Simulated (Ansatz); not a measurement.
Stepwise reaction of `[NH2][Al]([NH2])[SH]` with water, as a gas-phase model of exchange steps in deposition or etching. ΔE in kJ/mol.

Calculated with Ansatz (gas phase, PBE0-D4/def2-TZVP geometries, no zero-point term in ΔE). CBS: MP2 limit from def2 TZ/QZ plus the TZ coupled-cluster correction, frozen cores. This one scheme is used for every species. DFT in def2-TZVPP. B3LYP here is the variant with VWN-RPA as its local correlation; programs differ in this. Each species was taken in one conformer, which may not be the lowest.

```tsv
step	reaction	PBE-D4	B3LYP-D4	ωB97M-V	CCSD(T)/CBS
1	`[NH2][Al]([NH2])[SH]` + H₂O → `[NH2][Al]([OH])[SH]` + NH₃	-48.1	-50.6	-49.9	-47.5
2	`[NH2][Al]([OH])[SH]` + H₂O → `[OH][Al]([OH])[SH]` + NH₃	-45.0	-47.5	-46.5	-44.2
```

Problem. By hand: ΔE of the 2 steps together at CCSD(T)/CBS.

Solution. (-47.5) + (-44.2) = -91.7 kJ/mol, or -45.9 kJ/mol a step.

In ΔE the steps differ by no more than 3.3 kJ/mol. All are downhill at CCSD(T)/CBS. PBE-D4 differs from CCSD(T)/CBS by -0.8 to -0.6 kJ/mol a step. Isolated molecules leave out the surface, adducts and barriers. Largest T1 diagnostic: 0.012.
